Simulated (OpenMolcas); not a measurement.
## Ru5+: moving or changing the point charges

Ru5+ among 6 point charges of -1.5 e arranged as an octahedron (Oh), 1.79 Å from the ion.
```
   1.7900    0.0000    0.0000  -1.50
   0.0000    1.7900    0.0000  -1.50
  -1.7900    0.0000    0.0000  -1.50
   0.0000   -1.7900    0.0000  -1.50
   0.0000    0.0000    1.7900  -1.50
   0.0000    0.0000   -1.7900  -1.50
```

| Quantity | Value |
| --- | --- |
| Program | OpenMolcas |
| Method | CASSCF |
| Basis | ANO-RCC-VDZP [6s5p3d1f] |
| Scalar Hamiltonian | DKH2, point nucleus |
| Active space | 3 electrons in 5 orbitals (4d) |
| State averaging | 2S+1 = 4 even, 10 roots; 2S+1 = 2 even, 40 roots |
| Spin-orbit coupling | state interaction with AMFI integrals over the reference wave functions |

Runs around this geometry, states (labels of O, the rotations of Oh). Energies in cm-1 above the lowest state or level, χT in cm3 K/mol; 10Dq and B are least-squares fits to the states below 45000 cm-1, weighted by degeneracy, with a free offset, and given where the rms deviation is under 5 % of |10Dq| (or 100 cm-1) and under 700 cm-1.

| R (Å) | q (e) | Ground state | First state of that spin | 10Dq | B (rms of fit) | First gap with spin-orbit (degeneracies) | χT at 300 K | First state of another spin |
| --- | --- | --- | --- | --- | --- | --- | --- | --- |
| 1.79 | -0.98 | 4A2 | 4T2 5396 | 5544 | 993 (59) | 5207 (4, 4) | 0.859 | 2E 18305 |
| 1.68 | -1.5 | 4A2 | 4T2 11140 | 11456 | 981 (123) | 10830 (4, 4) | 1.305 | 2E 18598 |
| 1.79 | -1.5 | 4A2 | 4T2 8229 | 8464 | 988 (91) | 8001 (4, 4) | 1.134 | 2E 18504 |
| 1.98 | -1.5 | 4A2 | 4T2 5044 | 5196 | 994 (61) | 4860 (4, 4) | 0.812 | 2E 18270 |

Taking |10Dq| as R^-n, n = -ln(5196 / 11456) / ln(1.98 / 1.68) = 4.8 between the shortest and longest distance. The point-charge formula for a cubic d site gives n = 5.

Scaling the charges by -0.98 / -1.5 = 0.65 scales |10Dq| by 5544 / 8464 = 0.66; with fixed orbitals a first-order splitting would follow the charge.

Without dynamic correlation the repulsion within the d shell is too large (B by tens of per cent), so at a given field states of lower spin stand too high. This field is weak: 10Dq is about 5544 cm-1, while octahedral complexes of 4d ions of charge 3 and more, computed by the same method with explicit ligands, had a median near 25000 cm-1. Ground spin and moment need not be those of a real site (figures for R = 1.79, q = -0.98; the like holds for R = 1.68, q = -1.5, R = 1.79, q = -1.5, R = 1.98, q = -1.5). Point charges carry no covalency, so the field is a model and not that of real ligands. No measured value stands beside these numbers.
